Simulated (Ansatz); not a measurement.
The first iterations of a band of Cl2 + Cl2F3HMo (9 atoms, charge 0, multiplicity 1).

The calculation used RHF/def2-SVP in Ansatz.

* movable images: 5
* climbing image: yes
* spring: 5.0 eV/Å²
* optimiser: quadratic models (default)
* start path: through a guess of the saddle point
* force threshold: 0.05 eV/Å
* iteration limit: 60
* end points: relaxed

Initial state:

```xyz
9
Properties=species:S:1:pos:R:3
Mo -0.616 -0.987 0.170
F -1.258 -0.051 1.576
Cl 1.904 -0.276 1.270
Cl 0.663 3.766 1.179
F -2.279 -1.493 -0.505
F 0.234 -2.530 -0.230
Cl -0.059 0.551 -1.468
Cl 2.384 3.530 0.144
H 2.135 0.705 0.478
```

Final state:

```xyz
9
Properties=species:S:1:pos:R:3
Mo -0.070 -0.693 -0.276
F -0.148 -1.053 2.041
Cl 2.165 -0.408 0.281
Cl 0.073 4.740 0.699
F -0.909 0.830 0.193
F -0.314 -2.479 -0.309
Cl -0.003 -0.335 -2.553
Cl 1.627 3.575 0.139
H 0.689 -0.960 2.398
```

| iteration | highest image above the first end (eV) | largest band force component (eV/Å) |
| --- | --- | --- |
| 1 | 10.305 | 22.615 |
| 2 | 5.018 | 6.741 |
| 3 | 2.994 | 4.418 |
| 4 | 1.950 | 3.239 |
| 5 | 1.341 | 1.879 |
| 6 | 1.023 | 3.051 |
| 7 | 0.866 | 1.380 |
| 8 | 0.735 | 1.029 |
| 9 | 1.169 | 4.368 |
| 10 | 0.765 | 1.673 |

Does the band converge within its limit, and where does its top end?

The run converged. It ended after 30 iterations with the highest image 1.240 eV above the first end. Neighbouring images differ by up to 1.5 eV, so the band resolves the path poorly. A vibrational analysis at the climbing image gives one clearly imaginary mode, 1214i cm⁻¹, and a faint second one (21i cm⁻¹) that may be numerical noise or a soft torsion: probably a first-order saddle point. The orbitals stay closed-shell, which can raise the energy where a bond breaks towards radicals; this wasn't checked here.

Time of the run: 9 min on 4 threads of Arm Neoverse V1, with other jobs on the host, peak memory 0.63 GiB.
